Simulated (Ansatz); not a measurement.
Wavefunction ladder for CH9AlNPSi, SMILES `C[SiH2]N[PH][AlH2]`

Z-matrix (Å, degrees):
```
C
Si 1 1.862
H 1 1.093 2 110.4
H 1 1.093 2 110.5 3 -119.4
H 1 1.092 2 111.0 3 120.2
N 2 1.735 1 111.7 3 -59.1
H 2 1.489 1 111.4 3 -176.5
H 2 1.491 1 108.7 3 63.9
P 6 1.710 2 122.0 1 59.3
H 6 1.007 2 118.1 1 -128.5
Al 9 2.318 6 107.2 2 -148.7
H 9 1.427 6 104.7 2 108.5
H 11 1.588 9 120.1 6 22.3
H 11 1.587 9 117.7 6 -163.2
```

Total charge 0; spin multiplicity 1. The geometry is a stationary point of PBE0-D4/def2-TZVP. It is one conformer, not always the lowest. Frozen core, restricted reference, the Gaussian-basis code of Ansatz. CBS rows extrapolate triple and quadruple zeta; past MP2 they add the triple-zeta difference.

```
     basis     HF (Eh)  MP2 corr.  CCSD corr.       (T)  CCSD(T) total
  def2-SVP  -968.82371   -0.59488    -0.66913  -0.01881     -969.51165
def2-TZVPP  -969.24688   -0.74872    -0.81750         ?              ?
def2-QZVPP           ?   -0.80277           –         –              –
 CBS(def2)           ?   -0.84281           ?     as TZ              ?
```

(1) Fill in the withheld values. (Best estimate.)

## Answers

(1) The calculation gave: def2-TZVPP (T): -0.03203; def2-TZVPP CCSD(T) total: -970.09641; def2-QZVPP HF (Eh): -969.27802; CBS(def2) HF (Eh): -969.28231; CBS(def2) CCSD corr.: -0.91159; CBS(def2) CCSD(T) total: -970.22593.
